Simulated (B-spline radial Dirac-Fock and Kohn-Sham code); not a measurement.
# Successive ionisation energies of praseodymium: Dirac-Fock against NIST

Method: ΔSCF Dirac-Fock with Breit, self-energy and vacuum polarisation, finite nucleus, configuration average. Computed with an atomic code on a B-spline grid. Each value is the difference of the configuration-average energies of two neighbouring ions in their tabulated ground configurations. Correlation energy is missing from these numbers. NIST's values refer to the lowest levels; many for high charge states are themselves semi-empirical or theoretical. Where a p, d or f shell is open in either ion the computed value averages over both j values and all terms, while the table refers to the lowest levels; that difference holds spin-orbit splitting (largest in heavy or highly charged ions), term energies where several electrons share open shells, and correlation, and it can reach 10 % or more.

| ion | configuration | computed (eV) | NIST (eV) | kind | NIST − computed (eV) |
| --- | --- | --- | --- | --- | --- |
| Pr⁴³⁺ | [Ne] 3s2 3p4 | 3457.1 | 3419 ± 4 | theoretical | -38.10 |
| Pr⁴⁴⁺ | [Ne] 3s2 3p3 | 3553.4 | 3512 ± 4 | theoretical | -41.39 |
| Pr⁴⁵⁺ | [Ne] 3s2 3p2 | 3650.6 | 3729 ± 4 | theoretical | +78.42 |
| Pr⁴⁶⁺ | [Ne] 3s2 3p1 | 3748.7 | 3832 ± 4 | theoretical | +83.30 |
| Pr⁴⁷⁺ | [Ne] 3s2 | 4029.7 | 4030 ± 4 | theoretical | +0.27 |
| Pr⁴⁸⁺ | [Ne] 3s1 | 4130.2 | 4130 ± 4 | theoretical | -0.18 |
| Pr⁴⁹⁺ | [He] 2s2 2p6 | 9543.3 | 9378 ± 4 | theoretical | -165.28 |
| Pr⁵⁰⁺ | [He] 2s2 2p5 | 9809.7 | 9632 ± 4 | theoretical | -177.69 |
| Pr⁵¹⁺ | [He] 2s2 2p4 | 10079.2 | 9913 ± 4 | theoretical | -166.24 |
| Pr⁵²⁺ | [He] 2s2 2p3 | 10351.9 | 10175 ± 4 | theoretical | -176.92 |
| Pr⁵³⁺ | [He] 2s2 2p2 | 10627.7 | 10959 ± 5 | theoretical | +331.27 |
| Pr⁵⁴⁺ | [He] 2s2 2p1 | 10906.7 | 11262 ± 5 | theoretical | +355.32 |
| Pr⁵⁵⁺ | [He] 2s2 | 11640.9 | 11641 ± 5 | theoretical | +0.08 |
| Pr⁵⁶⁺ | [He] 2s1 | 11895.6 | 11895.89 ± 0.06 | theoretical | +0.28 |
| Pr⁵⁷⁺ | 1s2 | 48568.7 | 48571.71 ± 0.05 | theoretical | +3.05 |
| Pr⁵⁸⁺ | 1s1 | 49722.5 | 49722.44 ± 0.04 | theoretical | -0.02 |

Problem. Where in this range is the largest relative jump, and why?

Solution. From Pr⁵⁶⁺ (11895.6 eV) to Pr⁵⁷⁺ (48568.7 eV), a factor of 4.08. The configuration goes from [He] 2s1 to 1s2, so the next electron comes out of a deeper subshell.
